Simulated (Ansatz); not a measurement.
Ansatz (an electronic-structure program) input for CHCl2, SMILES Cl[CH]Cl, multiplicity 2, PBE-D3(BJ)/def2-TZVP. 

Ansatz 0.2 input:
```yaml
crystal:
  periodic: [false, false, false]
  atoms:
    - {symbol: Cl, position_ang: [-0.00844782, 0.17055141, -1.46774473]}
    - {symbol: C, position_ang: [0.08743695, -0.68117721, 0.00000000]}
    - {symbol: Cl, position_ang: [-0.00844782, 0.17055141, 1.46774473]}
    - {symbol: H, position_ang: [-0.23739600, -1.71168480, 0.00000000]}
basis:
  gaussian:
    orbitals: def2-TZVP
hamiltonian:
  xc: pbe
  dispersion: d3bj
magnetization: {spin_polarized: true, initial_magnetization: 1}
relax: {f_tol: 0.002, max_steps: 200}
```

It prints:

```
WARN ansatz: RAYON_NUM_THREADS=1 ignored (pool sized by the plan → 1); use --threads N
Functional definition: PBE
integrals: 0.03 GiB planned
736 factors; their error is unknown
mean field: 0.33 GiB planned
mean field evaluation 1: about -26081.8305 eV, gradient 3.2e1 eV
mean field evaluation 2: about -26068.4182 eV, gradient 5.7e1 eV
mean field evaluation 4: about -26086.5815 eV, gradient 1.7e0 eV
mean field evaluation 8: about -26086.5947 eV, gradient 4.9e-2 eV
mean field evaluation 16: about -26086.5852 eV, gradient 7.4e-5 eV
mean field -26086.58518460 eV, -958.6643234114 hartree, gradient 1.7e-5 eV, S^2 0.753332; 0 other end points of the search recorded, 0 dependent functions left out
the calculation of the forces begins
reference -26086.58521483 eV, -958.6643245225 hartree; 21, 20 occupied and 90, 91 virtual orbitals, 736 factors
relax step   1: F+E_penalty+E_count = -26086.66634064 eV  Δ(F+E_penalty+E_count) = +0.000e0 eV  max|allowed force component| = 2.374e-1 eV/Å  Δτ_max = 0.0000 Å  (31 SCF iters, accepted)
these checks for a lower state are left out or cut short: starts, cluster_reference, orbital_swaps, neighbouring_geometries, increment
integrals: 0.03 GiB planned
736 factors; their error is unknown
mean field: 0.33 GiB planned
mean field -26086.58643950 eV, -958.6643695284 hartree, gradient 1.3e-5 eV, S^2 0.753382; 0 other end points of the search recorded, 0 dependent functions left out
the calculation of the forces begins
reference -26086.58646978 eV, -958.6643706410 hartree; 21, 20 occupied and 90, 91 virtual orbitals, 736 factors
relax step   2: F+E_penalty+E_count = -26086.66750792 eV  Δ(F+E_penalty+E_count) = -1.167e-3 eV  max|allowed force component| = 5.484e-2 eV/Å  Δτ_max = 0.0073 Å  (34 SCF iters, accepted)
these checks for a lower state are left out or cut short: starts, cluster_reference, orbital_swaps, neighbouring_geometries, increment
integrals: 0.03 GiB planned
736 factors; their error is unknown
mean field: 0.33 GiB planned
mean field evaluation 32: about -26086.5866 eV, gradient 1.3e-3 eV
mean field -26086.58661851 eV, -958.6643761068 hartree, gradient 1.3e-5 eV, S^2 0.753370; 0 other end points of the search recorded, 0 dependent functions left out
the calculation of the forces begins
reference -26086.58664878 eV, -958.6643772192 hartree; 21, 20 occupied and 90, 91 virtual orbitals, 736 factors
relax step   3: F+E_penalty+E_count = -26086.66767345 eV  Δ(F+E_penalty+E_count) = -1.655e-4 eV  max|allowed force component| = 2.187e-2 eV/Å  Δτ_max = 0.0043 Å  (33 SCF iters, accepted)
these checks for a lower state are left out or cut short: starts, cluster_reference, orbital_swaps, neighbouring_geometries, increment
integrals: 0.03 GiB planned
736 factors; their error is unknown
mean field: 0.33 GiB planned
mean field -26086.58666157 eV, -958.6643776891 hartree, gradient 1.7e-5 eV, S^2 0.753361; 0 other end points of the search recorded, 0 dependent functions left out
the calculation of the forces begins
reference -26086.58669183 eV, -958.6643788014 hartree; 21, 20 occupied and 90, 91 virtual orbitals, 736 factors
relax step   4: F+E_penalty+E_count = -26086.66770626 eV  Δ(F+E_penalty+E_count) = -3.280e-5 eV  max|allowed force component| = 5.083e-3 eV/Å  Δτ_max = 0.0028 Å  (26 SCF iters, accepted)
these checks for a lower state are left out or cut short: starts, cluster_reference, orbital_swaps, neighbouring_geometries, increment
integrals: 0.03 GiB planned
736 factors; their error is unknown
mean field: 0.33 GiB planned
mean field -26086.58666119 eV, -958.6643776754 hartree, gradient 5.2e-5 eV, S^2 0.753360; 0 other end points of the search recorded, 0 dependent functions left out
the calculation of the forces begins
reference -26086.58669146 eV, -958.6643787876 hartree; 21, 20 occupied and 90, 91 virtual orbitals, 736 factors
relax step   5: F+E_penalty+E_count = -26086.66770667 eV  Δ(F+E_penalty+E_count) = -4.110e-7 eV  max|allowed force component| = 2.888e-4 eV/Å  Δτ_max = 0.0003 Å  (22 SCF iters, accepted)
integrals: 0.03 GiB planned
736 factors; their error is unknown
mean field: 0.33 GiB planned
mean field evaluation 64: about -26086.5867 eV, gradient 1.7e-4 eV
mean field -26086.58666119 eV, -958.6643776754 hartree, gradient 5.2e-5 eV, S^2 0.753360; 1 other end points of the search recorded, 0 dependent functions left out
the calculation of the forces begins
reference -26086.58669146 eV, -958.6643787876 hartree; 21, 20 occupied and 90, 91 virtual orbitals, 736 factors
Total energy: -26086.66773693 eV, -958.6673571538 hartree
Atom 0 at    -0.008340     0.171601    -1.472846 Å, force     0.000004     0.000085    -0.000008 eV/Å
Atom 1 at     0.088229    -0.678786    -0.000000 Å, force    -0.000066    -0.000289    -0.000000 eV/Å
Atom 2 at    -0.008340     0.171601     1.472846 Å, force     0.000004     0.000085     0.000008 eV/Å
Atom 3 at    -0.238404    -1.716175     0.000000 Å, force     0.000057     0.000119     0.000000 eV/Å
Dipole moment:    -0.069976    -0.156118     0.000000 e Å
```

The run converged.

Cost: around 9 core-seconds (rough).
